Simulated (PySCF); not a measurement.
PySCF 2.14 output of an unrestricted PBE0 calculation on a single atom or ion in x2c-QZVPPall, with scalar relativity by spin-free X2C-1e:

```
SCF conv_tol = 1e-09
number electrons alpha = 14  beta = 11
    C. Adamo and V. Barone.,  J. Chem. Phys. 110, 6158 (1999)
    M. Ernzerhof and G. E. Scuseria.,  J. Chem. Phys. 110, 5029 (1999)
cycle= 1 E= -1158.15134932543  delta_E= -0.0212  |g|= 0.0397  |ddm|= 0.15
cycle= 2 E= -1158.15361913218  delta_E= -0.00227  |g|= 0.0874  |ddm|= 0.114
cycle= 3 E= -1158.15567137226  delta_E= -0.00205  |g|= 0.0311  |ddm|= 0.0235
cycle= 4 E= -1158.15709263297  delta_E= -0.00142  |g|= 0.02  |ddm|= 0.0582
cycle= 5 E= -1158.15752190922  delta_E= -0.000429  |g|= 0.00586  |ddm|= 0.0463
cycle= 6 E= -1158.15753949091  delta_E= -1.76e-05  |g|= 0.00106  |ddm|= 0.00754
cycle= 7 E= -1158.15754320494  delta_E= -3.71e-06  |g|= 0.000625  |ddm|= 0.00421
cycle= 8 E= -1158.157540697  delta_E= 2.51e-06  |g|= 0.000366  |ddm|= 0.0032
cycle= 9 E= -1158.15753985612  delta_E= 8.41e-07  |g|= 0.00013  |ddm|= 0.00273
cycle= 10 E= -1158.15753976231  delta_E= 9.38e-08  |g|= 3.6e-05  |ddm|= 0.000905
cycle= 11 E= -1158.15753976274  delta_E= -4.28e-10  |g|= 1.12e-06  |ddm|= 2.46e-05
converged SCF energy = -1158.15753976274  <S^2> = 3.7960445  2S+1 = 4.0229564
```

The run itself started from symmetry-adapted Hartree-Fock orbitals and held the occupation by maximum overlap, on a logarithmic radial grid, so the iterations belong to that start.

Question: Which element, charge and spin multiplicity is this?

Answer: Mn (manganese, neutral), multiplicity 4; the state was [Ar] 3d7, high-spin 4F determinant (an excited configuration).
